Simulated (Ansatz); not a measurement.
Reaction (ligand exchange at the Si–S bond): `N[Si]S` + CH₃SH → `CS[Si]N` + H₂S

Program: Ansatz. Geometries: PBE0-D4/def2-TZVP. ΔE: electronic, gas phase. CBS: MP2 limit from def2 TZ/QZ plus the TZ coupled-cluster correction, frozen cores. This one scheme is used for every species. DFT in def2-TZVPP. B3LYP here is the variant with VWN-RPA as its local correlation; programs differ in this. HSE06 is defined as in plane-wave codes. Each species was taken in one conformer, which may not be the lowest.

(1) Is it downhill or uphill in electronic energy at CCSD(T)/CBS, and by how much? (Best estimate.)

(2) What do these levels give: BLYP-D4, PBE0-D4, r2SCANh-D4, r2SCAN0-D4, CAM-B3LYP-D4, ωB97M-V, PBE, r2SCAN, B3LYP, HSE06, CCSD/def2-TZVPP, SCS-MP2/def2-QZVPP? (An estimate is asked.)

Largest T1 diagnostic among the species: 0.014.

## Answers

(1) The calculation gave: Nearly level: ΔE = 0.00 eV.

(2) Computed: BLYP-D4 -0.01, PBE0-D4 0.00, r2SCANh-D4 0.00, r2SCAN0-D4 0.01, CAM-B3LYP-D4 0.01, ωB97M-V 0.01, PBE 0.01, r2SCAN 0.01, B3LYP 0.04, HSE06 0.02, CCSD/def2-TZVPP 0.02, SCS-MP2/def2-QZVPP 0.00 eV.

Leaving LDA and LC-ωPBE aside and taking each functional with its dispersion term where it has one, the values, not all of them listed here, spread over 0.04 eV, from revPBE-D4 to B2PLYP. LDA lies −0.04 eV from PBE without D4. In def2-TZVPP, CCSD(T) changes the Hartree–Fock value by −0.07 eV (the triples alone add −0.02 eV) and MP2 by −0.09 eV. The D4 term adds −0.04 eV with B3LYP and −0.02 eV with PBE0; it sums over pairs of atoms, weighted by their polarisabilities, and B3LYP, whose exchange is more repulsive, gets the larger term.
